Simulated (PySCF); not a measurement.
## Excited states of Cr⁶⁺ (chromium, charge +6)

Ground state [Ar], ¹S. Computed with PySCF 2.14 in def2-TZVPPD with one added diffuse shell each of s, p, d, f type (7s7p5d3f1g, 83 functions), with no relativity, point nucleus. Vertical excitation energies in eV without spin-orbit coupling; excited terms of each kind are numbered among those the solver found. Frozen: [Ne].

| term | leading excitation | EOM-EE-CCSD |
| --- | --- | --- |
| 1 3P° | 3p → d | 42.342 |
| 1 3F° | 3p → d | 44.351 |
| 1 1D° | 3p → d | 47.273 |
| 1 3D° | 3p → d | 47.507 |
| 1 1F° | 3p → d | 47.877 |
| 1 1P° | 3p → d | 61.851 |
| 1 3D | 3s → d | 74.542 |
| 1 1D | 3s → d | 77.016 |
| 1 3S | 3p → p | 91.133 |
| 2 3D | 3p → p | 92.571 |
| 1 1P | 3p → p | 93.500 |
| 2 1D | 3p → p | 93.519 |

The solver can miss terms.
